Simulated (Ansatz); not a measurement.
Reaction (redistribution): `CO[SiH](O)Cl` + `O[SiH](Cl)[Si](O)(Cl)Cl` → `CO[Si@H](Cl)[Si@H](O)Cl` + `O[Si](O)(Cl)Cl`

Program: Ansatz. Geometries: PBE0-D4/def2-TZVP. ΔE: electronic, gas phase. CCSD(T)/CBS adds triple-zeta CCSD(T) − MP2 to the extrapolated MP2 energy (def2 sets, frozen cores). Functionals use def2-TZVPP. B3LYP here is the variant with VWN-RPA as its local correlation; programs differ in this. One conformer a species, not always the lowest.

```
             level  ΔE (kJ/mol)  difference from CCSD(T)/CBS
            PBE-D4          8.3                          1.5
         r2SCAN-D4          6.5                         -0.3
           PBE0-D4          7.2                          0.4
          B3LYP-D4          9.0                          2.2
           ωB97X-V          6.1                         -0.7
           ωB97M-V          6.9                          0.1
            B2PLYP          6.4                         -0.4
               PBE          6.7                         -0.1
            r2SCAN          6.2                         -0.6
              PBE0          5.6                         -1.2
             B3LYP          6.3                         -0.5
     HF/def2-TZVPP          4.2                         -2.6
    MP2/def2-TZVPP          6.9                          0.1
SCS-MP2/def2-TZVPP          6.3                         -0.5
   CCSD/def2-TZVPP          4.6                         -2.2
CCSD(T)/def2-TZVPP          5.1                         -1.7
     HF/def2-QZVPP          4.3                         -2.5
    MP2/def2-QZVPP          8.0                          1.2
SCS-MP2/def2-QZVPP          7.2                          0.4
      HF/CBS(def2)          4.3                         -2.5
     MP2/CBS(def2)          8.7                          1.9
    CCSD/CBS(def2)          6.4                         -0.4
       CCSD(T)/CBS          6.8                            0
```

Largest T1 diagnostic among the species: 0.011.
